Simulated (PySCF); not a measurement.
H$_{2}$MoO$_{4}$, charge -1, doublet, at a GFN2-xTB geometry (such geometries of metal compounds can be far from the true shape) (the multiplicity is a formal guess) (core potentials on Mo). Base run: DF-HF/def2-SVP (PySCF).

PySCF was given this input:
```python
from pyscf import gto, scf

mol = gto.Mole()
mol.atom = '''
    Mo    0.15149038    0.00251158    0.01859891
    O     1.26724167   -0.16632926   -1.20631608
    O     0.93177013    0.20278703    1.47629510
    O    -1.24429305   -0.98285415   -0.93786295
    H    -0.91723910   -1.36587719   -1.75472871
    O    -1.46557986    0.93792672    0.60516404
    H    -1.35846784    1.32814787    1.47533361
'''
mol.basis = 'def2-svp'
mol.ecp = {'Mo': 'def2-svp'}
mol.charge = -1
mol.spin = 1
mol.verbose = 4
mol.build()

mf = scf.UHF(mol)
mf = mf.density_fit(auxbasis='def2-universal-jkfit')
mf.kernel()
```

The base run was repeated with changes; each row names its change, and settings that it needs were set with it.

```
change                                       ΔE vs base (mEh)  SCF cycles  <S^2>        outcome
-------------------------------------------  ----------------  ----------  -----  -------------
base                                                    0.000          20  0.791      converged
conv_tol = 1e-4                                         0.020          10  0.783      converged
conv_tol_grad = 1e-7                                    0.000          32  0.791      converged
diis_space = 4                                          0.000          34  0.791      converged
damp = 0.5; diis_start_cycle = 5                        0.000          21  0.791      converged
solver = newton; init_guess = 1e                        0.000           -  0.791      converged
conv_tol = 1e-7                                         0.000          17  0.791      converged
DIIS = ADIIS                                                -          50      -  not converged
init_guess = 1e                                         0.000          30  0.791      converged
level_shift = 0.3 (with mf.max_cycle = 100)             0.000          21  0.791      converged
level_shift = 0.5 (with mf.max_cycle = 100)             0.000          28  0.791      converged
diis = off (with mf.max_cycle = 100)                        -         100      -  not converged
conv_tol = 1e-11                                        0.000          28  0.791      converged
```

Open shells are given as the SCF converged; they aren't shown to be the lowest states, and a large step between rows can be another state.
